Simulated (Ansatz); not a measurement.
Cartesian coordinates (Å):
```xyz
16

O      1.1971     1.6899     0.8944
C      0.2271     0.8825     0.4346
C     -1.1257     1.2293     0.4875
C     -2.0962     0.3599    -0.0016
C     -1.7317    -0.8672    -0.5502
C     -0.3843    -1.2148    -0.6040
C      0.5988    -0.3552    -0.1185
C      2.0522    -0.7378    -0.1802
F      2.6065    -0.7874     1.0340
F      2.7650     0.1272    -0.9064
F      2.2141    -1.9450    -0.7359
H      0.8067     2.4980     1.2434
H     -1.4132     2.1931     0.9183
H     -3.1484     0.6494     0.0489
H     -2.4906    -1.5508    -0.9344
H     -0.0774    -2.1712    -1.0297
```
Charge 0, spin multiplicity 1.

Method: frozen-core CCSD(T)/cc-pVDZ // PBE0-D3(BJ)/def2-SVP run with Ansatz (a first-principles code). The restricted HF reference is unstable towards unrestricted orbitals.

```yaml
HF energy: -641.22219 Ha
MP2 correlation energy: -1.64213 Ha
```

### Question
Estimate the CCSD correlation energy, the (T) correction, the total energy and the T1 diagnostic.

### Answer

```json
{
 "CCSD correlation energy": "-1.68294 Ha",
 "(T) correction": "-0.05665 Ha",
 "CCSD(T) total energy": "-642.96177 Ha",
 "T1 diagnostic": "0.012"
}
```
